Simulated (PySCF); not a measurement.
CH$_{5}$AlBN, AlBH$_{4}$N$_{2}$, BHNO, AlBHNO and others (calculated)

All values are calculated (PySCF 2.14.0). Calculation on a computer-drawn molecule: optimised geometry and harmonic frequencies of an isolated molecule of the commonest isotopes, restricted reference for singlets and unrestricted otherwise, frozen core in MP2.

Common to all runs: multiplicity 1.

(1) CH$_{5}$AlBN

Start structure:
```xyz
9
CH5AlBN
N     -3.2868    -1.9448    -0.2644
B     -2.2200    -1.9922    -0.9014
C     -0.8915    -2.0042    -1.6952
Al     0.6807    -1.5511    -0.6969
H     -4.1576    -2.0180     0.2365
H     -0.7688    -3.0161    -2.1370
H     -0.9921    -1.3838    -2.5732
H      1.2124    -0.0409    -0.5612
H      1.6045    -2.5383     0.0839
```

It was run with charge 0, method HF and basis cc-pV(D+d)Z.

Results for CH$_{5}$AlBN: rotational constants 16.64, 2.754, 2.488 GHz; total energy -361.8522 hartree; convergence status largest gradient component 3.758e-05 hartree/bohr.

Drawn bonds:
```csv
atom,other atom,order
1,2,2
2,3,1
3,4,1
1,5,1
3,6,1
3,7,1
4,8,1
4,9,1
```

Optimised structure:
```xyz
9
CH5AlBN
N     -3.1762    -1.9614    -0.2173
B     -2.1892    -2.0124    -0.9548
C     -0.8871    -2.0404    -1.7776
Al     0.6466    -1.5144    -0.6498
H     -4.0119    -1.9447     0.3017
H     -0.7347    -3.0509    -2.1711
H     -0.9844    -1.3519    -2.6236
H      1.0615     0.0068    -0.5523
H      1.4563    -2.6202     0.1359
```

Modes:
```csv
frequency (cm⁻¹),reduced mass (dalton)
96.02,1.111
97.71,4.291
357.7,2.367
420.9,1.499
438.2,1.13
465.7,2.658
486.2,1.157
593.8,1.757
696,1.952
765.9,1.605
846.3,1.077
877,2.796
1091,1.154
1095,1.705
1497,1.099
1991,1.06
1994,1.033
2093,7.432
3176,1.058
3232,1.102
4100,1.101
```

(2) AlBH$_{4}$N$_{2}$

Start structure:
```xyz
8
AlBH4N2
N     -2.4110     2.5003     1.6245
B     -1.7362     1.4659     1.7139
N     -0.9742     0.3049     1.8673
Al    -0.9662    -1.2834     1.0346
H     -2.9545     3.2885     1.4997
H     -0.2950     0.4545     2.5514
H     -0.1046    -1.5072    -0.3000
H     -1.8184    -2.4634     1.5246
```

Here we set charge 0, method HF and basis cc-pV(D+d)Z.

It finds rotational constants 31.6, 2.653, 2.448 GHz; total energy -377.9074 hartree; convergence status largest gradient component 3.514e-05 hartree/bohr.

Drawn bonds:
```csv
atom,other atom,order
1,2,2
2,3,1
3,4,1
1,5,1
3,6,1
4,7,1
4,8,1
```

Optimised structure:
```xyz
8
AlBH4N2
N     -2.5676     2.3284     1.8536
B     -1.7160     1.4488     1.6959
N     -0.7574     0.4386     1.5133
Al    -0.9956    -1.2797     1.0586
H     -3.2504     3.0239     1.9781
H      0.1825     0.7627     1.6683
H      0.3021    -2.1628     0.9345
H     -2.4577    -1.7998     0.8138
```

Modes:
```csv
frequency (cm⁻¹),reduced mass (dalton)
141.3,3.918
149.6,1.586
197.2,1.123
442.4,2.003
481.7,1.252
494.9,1.364
555.4,2.463
566.8,2.19
660.7,1.206
752.1,2.893
834.5,1.181
1065,3.01
1303,1.552
2013,1.045
2028,1.05
2138,7.648
3771,1.074
4116,1.1
```

(3) BHNO

Start structure:
```xyz
4
BHNO
N      1.2959    -0.7183    -1.3197
B      1.8892    -1.0512    -0.2226
O      2.6089    -1.1392     0.8090
H      0.2808    -0.9210    -1.4984
```

Settings of this run: charge -1, method HF and basis aug-cc-pVDZ.

The calculation gives: rotational constants 710.6, 9.535, 9.409 GHz; total energy -154.6835 hartree; convergence status largest gradient component 3.622e-05 hartree/bohr.

Drawn bonds:
```csv
atom,other atom,order
1,2,2
2,3,1
1,4,1
```

Optimised structure:
```xyz
4
BHNO
N      1.2874    -0.7223    -1.3843
B      1.9114    -0.9770    -0.2295
O      2.5644    -1.1827     0.8069
H      0.3116    -0.9477    -1.4248
```

Modes:
```csv
frequency (cm⁻¹),reduced mass (dalton)
529.7,2.334
624.2,9.617
886,1.777
1098,10.64
1967,10.68
3787,1.076
```

(4) BHNO

Start structure:
```xyz
4
BHNO
N      1.2874    -0.7223    -1.3843
B      1.9114    -0.9770    -0.2295
O      2.5644    -1.1827     0.8069
H      0.3116    -0.9477    -1.4248
```

It was run with charge -1, method MP2 and basis aug-cc-pVDZ.

The calculation gives: rotational constants 687.9, 9.116, 8.997 GHz; total energy -155.1485 hartree; convergence status largest gradient component 3.55e-05 hartree/bohr.

Drawn bonds:
```csv
atom,other atom,order
1,2,2
2,3,1
1,4,1
```

Optimised structure:
```xyz
4
BHNO
N      1.2823    -0.7183    -1.3992
B      1.9028    -0.9842    -0.2150
O      2.6007    -1.1835     0.8343
H      0.2890    -0.9437    -1.4518
```

Modes:
```csv
frequency (cm⁻¹),reduced mass (dalton)
482.1,2.557
551.6,7.542
797.1,1.692
1002,9.965
1820,10.35
3594,1.077
```

(5) AlBHNO

Start structure:
```xyz
5
AlBHNO
N     -0.3389     0.4055    -3.1093
B     -0.3030     1.6721    -3.0749
O     -0.2308     2.9060    -3.0592
Al    -0.2093     4.6408    -2.9852
H     -0.2701    -0.6164    -3.1685
```

Here we set charge 0, method HF and basis cc-pV(D+d)Z.

It finds rotational constants 2.511, 2.511 GHz; total energy -396.6127 hartree; convergence status largest gradient component 2.096e-05 hartree/bohr.

Drawn bonds:
```csv
atom,other atom,order
1,2,2
2,3,1
3,4,1
1,5,1
```

Optimised structure:
```xyz
5
AlBHNO
N     -0.2970     0.3894    -3.1244
B     -0.2739     1.6227    -3.0851
O     -0.2493     2.9362    -3.0432
Al    -0.2169     4.6516    -2.9886
H     -0.3150    -0.5919    -3.1558
```

Modes:
```csv
frequency (cm⁻¹),reduced mass (dalton)
67.9,10.78
67.9,10.78
273.7,1.352
273.7,1.352
546.6,4.21
546.6,4.21
562.1,14.16
1217,11.75
2184,8.559
4124,1.1
```

(6) AlBHNO

Start structure:
```xyz
5
AlBHNO
N     -0.2970     0.3894    -3.1244
B     -0.2739     1.6227    -3.0851
O     -0.2493     2.9362    -3.0432
Al    -0.2169     4.6516    -2.9886
H     -0.3150    -0.5919    -3.1558
```

Here we set charge 0, method MP2 and basis cc-pV(D+d)Z.

The calculation gives: rotational constants 2.437, 2.437 GHz; total energy -397.0739 hartree; convergence status largest gradient component 2.352e-06 hartree/bohr.

Drawn bonds:
```csv
atom,other atom,order
1,2,2
2,3,1
3,4,1
1,5,1
```

Optimised structure:
```xyz
5
AlBHNO
N     -0.2974     0.3651    -3.1252
B     -0.2738     1.6221    -3.0851
O     -0.2488     2.9589    -3.0425
Al    -0.2162     4.6930    -2.9873
H     -0.3158    -0.6311    -3.1570
```

Modes:
```csv
frequency (cm⁻¹),reduced mass (dalton)
44.17,14.53
44.19,14.54
91.45,1.518
91.52,1.518
482.9,2.922
482.9,2.922
538.1,13.95
1140,11.8
2058,8.628
3927,1.1
```

(7) BClH$_{3}$NSi

Start structure:
```xyz
7
BClH3NSi
N     -3.4138     0.5767     1.4425
B     -2.5552    -0.3022     1.2419
Si    -1.2288    -1.7119     1.1240
Cl     0.0689    -1.2235    -0.3986
H     -4.1062     1.3728     1.5190
H     -1.8224    -3.0281     0.6521
H     -0.4242    -1.9739     2.2413
```

Settings of this run: charge 0, method HF and basis cc-pV(D+d)Z.

It finds rotational constants 10.83, 2.055, 1.763 GHz; total energy -829.3864 hartree; convergence status largest gradient component 4.19e-05 hartree/bohr.

Drawn bonds:
```csv
atom,other atom,order
1,2,2
2,3,1
3,4,1
1,5,1
3,6,1
3,7,1
```

Optimised structure:
```xyz
7
BClH3NSi
N     -3.4102     0.5926     1.4257
B     -2.5695    -0.2879     1.2749
Si    -1.2163    -1.7452     1.0580
Cl     0.1167    -1.2207    -0.4407
H     -4.0807     1.3068     1.5372
H     -1.8701    -3.0040     0.6653
H     -0.4517    -1.9317     2.3017
```

Modes:
```csv
frequency (cm⁻¹),reduced mass (dalton)
119.5,7.373
256.1,2.629
370.4,6.048
525.7,11.43
574.6,1.22
578.2,1.733
586.7,3.074
618.4,1.503
765.7,1.059
918.7,1.125
1027,1.051
2093,7.681
2359,1.029
2360,1.054
4077,1.103
```

(8) BClH$_{3}$NSi

Start structure:
```xyz
7
BClH3NSi
N     -3.4102     0.5926     1.4257
B     -2.5695    -0.2879     1.2749
Si    -1.2163    -1.7452     1.0580
Cl     0.1167    -1.2207    -0.4407
H     -4.0807     1.3068     1.5372
H     -1.8701    -3.0040     0.6653
H     -0.4517    -1.9317     2.3017
```

It was run with charge 0, method MP2 and basis cc-pV(D+d)Z.

It finds rotational constants 10.78, 2.051, 1.758 GHz; total energy -829.8629 hartree; convergence status largest gradient component 3.752e-05 hartree/bohr.

Drawn bonds:
```csv
atom,other atom,order
1,2,2
2,3,1
3,4,1
1,5,1
3,6,1
3,7,1
```

Optimised structure:
```xyz
7
BClH3NSi
N     -3.4184     0.6026     1.4259
B     -2.5616    -0.3056     1.2792
Si    -1.2131    -1.7451     1.0549
Cl     0.1163    -1.2182    -0.4420
H     -4.0974     1.3326     1.5356
H     -1.8621    -3.0143     0.6666
H     -0.4456    -1.9421     2.3019
```

Modes:
```csv
frequency (cm⁻¹),reduced mass (dalton)
108.6,7.379
222.5,3.015
333.5,8.073
505.6,1.215
510.2,1.823
522.7,2.601
582,9.805
584.6,1.429
736.2,1.05
877.3,1.13
978.7,1.05
1903,7.8
2303,1.029
2310,1.053
3854,1.102
```

(9) BFH$_{3}$NSi

Start structure:
```xyz
7
BFH3NSi
N     -3.2621    -1.1057     0.2219
B     -2.5893    -0.8247     1.2374
Si    -1.5298    -0.3744     2.6909
F     -2.1890    -0.8082     4.0570
H     -3.7698    -1.3473    -0.5604
H     -1.2767     1.0827     2.9718
H     -0.1447    -1.0037     2.8242
```

Settings of this run: charge 0, method HF and basis cc-pV(D+d)Z.

The calculation gives: rotational constants 18, 2.839, 2.525 GHz; total energy -469.3287 hartree; convergence status largest gradient component 2.58e-05 hartree/bohr.

Drawn bonds:
```csv
atom,other atom,order
1,2,2
2,3,1
3,4,1
1,5,1
3,6,1
3,7,1
```

Optimised structure:
```xyz
7
BFH3NSi
N     -3.2412    -1.1082     0.2148
B     -2.5808    -0.8276     1.2100
Si    -1.4680    -0.3474     2.8038
F     -2.2319    -0.8456     4.1380
H     -3.7814    -1.3396    -0.5769
H     -1.2959     1.1108     2.9004
H     -0.1622    -1.0237     2.7525
```

Modes:
```csv
frequency (cm⁻¹),reduced mass (dalton)
155.3,6.591
255.4,2.714
394.2,6.579
550.9,7.536
571.8,1.224
586.2,1.254
656.3,1.55
796.6,1.087
884.2,5.927
979.7,1.282
1034,1.063
2093,7.675
2362,1.053
2364,1.029
4077,1.103
```

(10) BFH$_{3}$NSi

Start structure:
```xyz
7
BFH3NSi
N     -3.2412    -1.1082     0.2148
B     -2.5808    -0.8276     1.2100
Si    -1.4680    -0.3474     2.8038
F     -2.2319    -0.8456     4.1380
H     -3.7814    -1.3396    -0.5769
H     -1.2959     1.1108     2.9004
H     -0.1622    -1.0237     2.7525
```

Settings of this run: charge 0, method MP2 and basis cc-pV(D+d)Z.

The calculation gives: rotational constants 17.85, 2.796, 2.487 GHz; total energy -469.8559 hartree; convergence status largest gradient component 3.181e-05 hartree/bohr.

Drawn bonds:
```csv
atom,other atom,order
1,2,2
2,3,1
3,4,1
1,5,1
3,6,1
3,7,1
```

Optimised structure:
```xyz
7
BFH3NSi
N     -3.2478    -1.1109     0.2014
B     -2.5697    -0.8219     1.2201
Si    -1.4710    -0.3491     2.8083
F     -2.2307    -0.8472     4.1696
H     -3.7957    -1.3457    -0.6051
H     -1.2896     1.1135     2.8984
H     -0.1569    -1.0200     2.7499
```

Modes:
```csv
frequency (cm⁻¹),reduced mass (dalton)
138.5,6.682
220.3,3.117
357.8,8.891
504,1.207
521.2,1.226
541.6,6.489
623.1,1.48
765.7,1.082
848.6,5.053
946.4,1.318
985.7,1.069
1902,7.801
2310,1.029
2315,1.053
3855,1.102
```
